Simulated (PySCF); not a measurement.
Cl$_{3}$La, charge +1, doublet, geometry from GFN2-xTB (such geometries of metal compounds can be far from the true shape) (the multiplicity is a formal guess) (core potentials on La); SVWN5/def2-SV(P) (PySCF).

PySCF was given this input:
```python
from pyscf import gto, scf, dft

mol = gto.Mole()
mol.atom = '''
    La    0.107624   -0.300283   -0.770851
    Cl   -1.965824   -0.743943    0.618337
    Cl    0.203236    2.019036    0.453968
    Cl    1.401731   -0.268260    1.512311
'''
mol.basis = 'def2-sv(p)'
mol.ecp = {'La': 'def2-sv(p)'}
mol.charge = 1
mol.spin = 1
mol.verbose = 4
mol.build()

mf = dft.UKS(mol)
mf.xc = 'lda,vwn'
mf.diis = False
mf.max_cycle = 100
mf.kernel()
```

Output, abridged:

```
PySCF version 2.14.0

[INPUT] verbose = 4
[INPUT] num. atoms = 4
[INPUT] num. electrons = 61
[INPUT] charge = 1
[INPUT] spin (= nelec alpha-beta = 2S) = 1
[INPUT] symmetry False subgroup None
[INPUT] Mole.unit = angstrom
[INPUT] Symbol           X                Y                Z      unit          X                Y                Z       unit  Magmom
[INPUT]  1 La     0.107624000000  -0.300283000000  -0.770851000000 AA    0.203379884430  -0.567452629863  -1.456697272847 Bohr   0.0
[INPUT]  2 Cl    -1.965824000000  -0.743943000000   0.618337000000 AA   -3.714868969097  -1.405848522287   1.168487582685 Bohr   0.0
[INPUT]  3 Cl     0.203236000000   2.019036000000   0.453968000000 AA    0.384060378652   3.815425075637   0.857875189317 Bohr   0.0
[INPUT]  4 Cl     1.401731000000  -0.268260000000   1.512311000000 AA    2.648887690313  -0.506937930176   2.857853605167 Bohr   0.0

nuclear repulsion = 256.222815006218
number of shells = 35
number of NR pGTOs = 158
number of NR cGTOs = 79
basis = def2-sv(p)
ecp = {'La': 'def2-sv(p)'}

******** <class 'pyscf.dft.uks.UKS'> ********
method = UKS
initial guess = minao
damping factor = 0
level_shift factor = 0
DIIS disabled
SCF conv_tol = 1e-09
SCF conv_tol_grad = None
SCF max_cycles = 100
direct_scf = True
direct_scf_tol = 1e-13
number electrons alpha = 31  beta = 30
XC library pyscf.dft.libxc version 7.1.2
    S. Lehtola, C. Steigemann, M. J. T. Oliveira, and M. A. L. Marques,  SoftwareX 7, 1–5 (2018)
XC functionals = lda,vwn
    P. A. M. Dirac,  Math. Proc. Cambridge Philos. Soc. 26, 376 (1930)
    F. Bloch,  Z. Phys. 57, 545 (1929)
    S. H. Vosko, L. Wilk, and M. Nusair,  Can. J. Phys. 58, 1200 (1980)
radial grids:
    Treutler-Ahlrichs [JCP 102, 346 (1995); DOI:10.1063/1.469408] (M4) radial grids

becke partition: Becke, JCP 88, 2547 (1988); DOI:10.1063/1.454033
pruning grids: <function nwchem_prune>
grids dens level: 3
symmetrized grids: False
atomic radii adjust function: <function treutler_atomic_radii_adjust>
small_rho_cutoff = 0
Set gradient conv threshold to 3.16228e-05
tot grids = 81344
init E= -1404.39156159398

cycle= 1 E= -1406.84965757762  delta_E= -2.46  |g|= 0.616  |ddm|= 7.29

cycle= 2 E= -1406.32957012233  delta_E= 0.52  |g|= 0.925  |ddm|= 2.63
cycle= 3 E= -1389.32785340355  delta_E=   17  |g|= 3.39  |ddm|= 6.54

cycle= 4 E= -1326.90691796333  delta_E= 62.4  |g|= 4.94  |ddm|=   13

cycle= 5 E= -1175.88607462259  delta_E=  151  |g|= 7.33  |ddm|= 29.8
cycle= 6 E= -1120.53466263465  delta_E= 55.4  |g|= 3.84  |ddm|=   33

cycle= 7 E= -974.644562728628  delta_E=  146  |g|= 3.87  |ddm|= 44.4

cycle= 8 E= -1119.45482386553  delta_E= -145  |g|= 3.37  |ddm|= 44.8

cycle= 9 E= -974.601705096942  delta_E=  145  |g|= 3.87  |ddm|= 44.9

cycle= 10 E= -1119.45553306671  delta_E= -145  |g|= 3.37  |ddm|= 44.9

cycle= 11 E= -974.601397213174  delta_E=  145  |g|= 3.87  |ddm|= 44.9

cycle= 12 E= -1119.45553895023  delta_E= -145  |g|= 3.37  |ddm|= 44.9

cycle= 13 E= -974.601394591427  delta_E=  145  |g|= 3.87  |ddm|= 44.9

cycle= 14 E= -1119.45553900187  delta_E= -145  |g|= 3.37  |ddm|= 44.9

cycle= 15 E= -974.601394568539  delta_E=  145  |g|= 3.87  |ddm|= 44.9

cycle= 16 E= -1119.45553900233  delta_E= -145  |g|= 3.37  |ddm|= 44.9

cycle= 17 E= -974.60139456834  delta_E=  145  |g|= 3.87  |ddm|= 44.9

cycle= 18 E= -1119.45553900233  delta_E= -145  |g|= 3.37  |ddm|= 44.9

cycle= 19 E= -974.601394568337  delta_E=  145  |g|= 3.87  |ddm|= 44.9

cycle= 20 E= -1119.45553900233  delta_E= -145  |g|= 3.37  |ddm|= 44.9

cycle= 21 E= -974.601394568338  delta_E=  145  |g|= 3.87  |ddm|= 44.9

cycle= 22 E= -1119.45553900233  delta_E= -145  |g|= 3.37  |ddm|= 44.9

cycle= 23 E= -974.601394568339  delta_E=  145  |g|= 3.87  |ddm|= 44.9

cycle= 24 E= -1119.45553900233  delta_E= -145  |g|= 3.37  |ddm|= 44.9

cycle= 25 E= -974.601394568338  delta_E=  145  |g|= 3.87  |ddm|= 44.9

cycle= 26 E= -1119.45553900233  delta_E= -145  |g|= 3.37  |ddm|= 44.9

cycle= 27 E= -974.601394568336  delta_E=  145  |g|= 3.87  |ddm|= 44.9

cycle= 28 E= -1119.45553900233  delta_E= -145  |g|= 3.37  |ddm|= 44.9

cycle= 29 E= -974.60139456834  delta_E=  145  |g|= 3.87  |ddm|= 44.9

cycle= 30 E= -1119.45553900233  delta_E= -145  |g|= 3.37  |ddm|= 44.9

cycle= 31 E= -974.601394568333  delta_E=  145  |g|= 3.87  |ddm|= 44.9

cycle= 32 E= -1119.45553900233  delta_E= -145  |g|= 3.37  |ddm|= 44.9

cycle= 33 E= -974.601394568338  delta_E=  145  |g|= 3.87  |ddm|= 44.9

cycle= 34 E= -1119.45553900233  delta_E= -145  |g|= 3.37  |ddm|= 44.9

cycle= 35 E= -974.601394568339  delta_E=  145  |g|= 3.87  |ddm|= 44.9

cycle= 36 E= -1119.45553900233  delta_E= -145  |g|= 3.37  |ddm|= 44.9

cycle= 37 E= -974.601394568338  delta_E=  145  |g|= 3.87  |ddm|= 44.9

cycle= 38 E= -1119.45553900233  delta_E= -145  |g|= 3.37  |ddm|= 44.9

cycle= 39 E= -974.601394568339  delta_E=  145  |g|= 3.87  |ddm|= 44.9

cycle= 40 E= -1119.45553900233  delta_E= -145  |g|= 3.37  |ddm|= 44.9

cycle= 41 E= -974.601394568339  delta_E=  145  |g|= 3.87  |ddm|= 44.9

cycle= 42 E= -1119.45553900233  delta_E= -145  |g|= 3.37  |ddm|= 44.9

cycle= 43 E= -974.601394568341  delta_E=  145  |g|= 3.87  |ddm|= 44.9

cycle= 44 E= -1119.45553900233  delta_E= -145  |g|= 3.37  |ddm|= 44.9

cycle= 45 E= -974.601394568337  delta_E=  145  |g|= 3.87  |ddm|= 44.9

cycle= 46 E= -1119.45553900233  delta_E= -145  |g|= 3.37  |ddm|= 44.9

cycle= 47 E= -974.601394568337  delta_E=  145  |g|= 3.87  |ddm|= 44.9

cycle= 48 E= -1119.45553900233  delta_E= -145  |g|= 3.37  |ddm|= 44.9

cycle= 49 E= -974.601394568338  delta_E=  145  |g|= 3.87  |ddm|= 44.9

cycle= 50 E= -1119.45553900233  delta_E= -145  |g|= 3.37  |ddm|= 44.9

cycle= 51 E= -974.601394568339  delta_E=  145  |g|= 3.87  |ddm|= 44.9

cycle= 52 E= -1119.45553900233  delta_E= -145  |g|= 3.37  |ddm|= 44.9

cycle= 53 E= -974.601394568335  delta_E=  145  |g|= 3.87  |ddm|= 44.9

cycle= 54 E= -1119.45553900233  delta_E= -145  |g|= 3.37  |ddm|= 44.9

cycle= 55 E= -974.601394568335  delta_E=  145  |g|= 3.87  |ddm|= 44.9

cycle= 56 E= -1119.45553900233  delta_E= -145  |g|= 3.37  |ddm|= 44.9

cycle= 57 E= -974.601394568341  delta_E=  145  |g|= 3.87  |ddm|= 44.9

cycle= 58 E= -1119.45553900233  delta_E= -145  |g|= 3.37  |ddm|= 44.9

cycle= 59 E= -974.601394568338  delta_E=  145  |g|= 3.87  |ddm|= 44.9

cycle= 60 E= -1119.45553900233  delta_E= -145  |g|= 3.37  |ddm|= 44.9

cycle= 61 E= -974.601394568339  delta_E=  145  |g|= 3.87  |ddm|= 44.9

cycle= 62 E= -1119.45553900233  delta_E= -145  |g|= 3.37  |ddm|= 44.9

cycle= 63 E= -974.601394568339  delta_E=  145  |g|= 3.87  |ddm|= 44.9

cycle= 64 E= -1119.45553900233  delta_E= -145  |g|= 3.37  |ddm|= 44.9

cycle= 65 E= -974.601394568338  delta_E=  145  |g|= 3.87  |ddm|= 44.9

cycle= 66 E= -1119.45553900233  delta_E= -145  |g|= 3.37  |ddm|= 44.9

cycle= 67 E= -974.601394568337  delta_E=  145  |g|= 3.87  |ddm|= 44.9

cycle= 68 E= -1119.45553900233  delta_E= -145  |g|= 3.37  |ddm|= 44.9

cycle= 69 E= -974.601394568339  delta_E=  145  |g|= 3.87  |ddm|= 44.9

cycle= 70 E= -1119.45553900233  delta_E= -145  |g|= 3.37  |ddm|= 44.9

cycle= 71 E= -974.601394568339  delta_E=  145  |g|= 3.87  |ddm|= 44.9

cycle= 72 E= -1119.45553900233  delta_E= -145  |g|= 3.37  |ddm|= 44.9

cycle= 73 E= -974.601394568334  delta_E=  145  |g|= 3.87  |ddm|= 44.9

cycle= 74 E= -1119.45553900233  delta_E= -145  |g|= 3.37  |ddm|= 44.9

cycle= 75 E= -974.601394568339  delta_E=  145  |g|= 3.87  |ddm|= 44.9

cycle= 76 E= -1119.45553900233  delta_E= -145  |g|= 3.37  |ddm|= 44.9

cycle= 77 E= -974.601394568339  delta_E=  145  |g|= 3.87  |ddm|= 44.9

cycle= 78 E= -1119.45553900233  delta_E= -145  |g|= 3.37  |ddm|= 44.9

cycle= 79 E= -974.601394568337  delta_E=  145  |g|= 3.87  |ddm|= 44.9

cycle= 80 E= -1119.45553900233  delta_E= -145  |g|= 3.37  |ddm|= 44.9

cycle= 81 E= -974.601394568338  delta_E=  145  |g|= 3.87  |ddm|= 44.9

cycle= 82 E= -1119.45553900233  delta_E= -145  |g|= 3.37  |ddm|= 44.9

cycle= 83 E= -974.601394568339  delta_E=  145  |g|= 3.87  |ddm|= 44.9

cycle= 84 E= -1119.45553900233  delta_E= -145  |g|= 3.37  |ddm|= 44.9

cycle= 85 E= -974.601394568342  delta_E=  145  |g|= 3.87  |ddm|= 44.9

cycle= 86 E= -1119.45553900233  delta_E= -145  |g|= 3.37  |ddm|= 44.9

cycle= 87 E= -974.601394568338  delta_E=  145  |g|= 3.87  |ddm|= 44.9

cycle= 88 E= -1119.45553900233  delta_E= -145  |g|= 3.37  |ddm|= 44.9

cycle= 89 E= -974.60139456834  delta_E=  145  |g|= 3.87  |ddm|= 44.9

cycle= 90 E= -1119.45553900233  delta_E= -145  |g|= 3.37  |ddm|= 44.9

cycle= 91 E= -974.601394568339  delta_E=  145  |g|= 3.87  |ddm|= 44.9

cycle= 92 E= -1119.45553900233  delta_E= -145  |g|= 3.37  |ddm|= 44.9

cycle= 93 E= -974.601394568337  delta_E=  145  |g|= 3.87  |ddm|= 44.9

cycle= 94 E= -1119.45553900233  delta_E= -145  |g|= 3.37  |ddm|= 44.9

cycle= 95 E= -974.601394568338  delta_E=  145  |g|= 3.87  |ddm|= 44.9

cycle= 96 E= -1119.45553900233  delta_E= -145  |g|= 3.37  |ddm|= 44.9

cycle= 97 E= -974.601394568338  delta_E=  145  |g|= 3.87  |ddm|= 44.9

cycle= 98 E= -1119.45553900233  delta_E= -145  |g|= 3.37  |ddm|= 44.9

cycle= 99 E= -974.601394568339  delta_E=  145  |g|= 3.87  |ddm|= 44.9

cycle= 100 E= -1119.45553900233  delta_E= -145  |g|= 3.37  |ddm|= 44.9
SCF not converged.
SCF energy = -1119.45553900233 after 100 cycles  <S^2> = 0.75000007  2S+1 = 2.0000001
```

Convergence was not reached.
